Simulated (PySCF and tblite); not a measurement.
Values are calculated unless marked as measured or tabulated.
C4H4F6, numbered as in [F:1][C:2]([F:3])([F:4])[CH2:5][CH2:6][C:7]([F:8])([F:9])[F:10].

Level: B3LYP-D3(BJ)/def2-SVP (IEF-PCM, tetrahydrofuran)//GFN2-xTB, thermal terms from GFN2-xTB, symmetry numbers and mirror pairs counted. Conformers within 3 kcal/mol (GFN2-xTB free energy) were kept, 10 at most. Run with PySCF (density fitting) and tblite.

Torsions listed: C2–C5–C6–C7. Of a mirror pair one member is shown.

```csv
conformer,shape,symmetry,dipole D
1,180°,C2h,0.01
2,-71°,C2 (pair),3.48
```

(1) Which of these conformers is the most populated at 298.15 K, and with what share?

(2) Give the DFT energies and free energies relative to the lowest, and all weights.

(3) How does its share change from 180 K to 400 K?

Answers

(1) Conformer 1, about 89 %.

(2) 
```tsv
conformer	shape	E(DFT) kcal/mol	G(298.15 K) kcal/mol	weight %
1	180°	0.00	0.00	89.0
2	-71°	1.31	1.24	11.0
```

(3) From 97 % to 82 %; the mixing entropy goes from 0.27 to 1.20 cal/(mol K).


Conformer gaps in def2-SVP on xTB geometries can be 2 kcal/mol too large for S=O, P=O and other polar bonds.